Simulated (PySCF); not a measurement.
# H₂WN + O₂ → WON + H₂O

Level: PBE0 in the def2-TZVP basis family, computed in PySCF with density fitting; scalar-relativistic core potentials for atoms from Rb on, none lighter, no spin–orbit coupling; open shells unrestricted.

```tsv
species	state and structure	E (Eh)	ZPE (kJ/mol)	H(298 K) − H(0) (kJ/mol)	S° (J/(mol K))
H₂WN	doublet, Cs, W–H 1.710 Å (×2), W–N 1.650 Å; H–W–H 113.6°, H–W–N 97.8° (×2)	-122.91068	43.2	10.9	271.1
O₂	triplet, D∞h, O–O 1.193 Å	-150.23561	10.3	8.7	204.9
WON	doublet, Cs, W–N 1.675 Å, W–O 1.708 Å; N–W–O 103.9°	-196.91960	15.0	10.9	283.2
H₂O	singlet, C2v, O–H 0.960 Å (×2); H–O–H 105.1°	-76.37736	56.5	9.9	188.7
```

Q: What is the electronic reaction energy?

A: At PBE0/def2-TZVP, ΔE = -395.6 kJ/mol from the differences of the total energies times 2625.5, downhill. 

Q: Add zero-point, thermal and entropy terms for 298.15 K and 1 bar.

A: ΔZPE = 18.0 and Δ[H(298) − H(0)] = 1.2 kJ/mol give ΔH° = -376.4 kJ/mol. ΔS° = -4.1 J/(mol K), so ΔG° = -376.4 − 298.15 × (-0.0041) = -375 kJ/mol.

Spin–orbit coupling can matter for H₂WN, WON and is left out. Open d or f shells are single determinants, so the state found may not be the ground state. Each species is the lowest minimum found with this bonding; other isomers or fragments can lie lower.
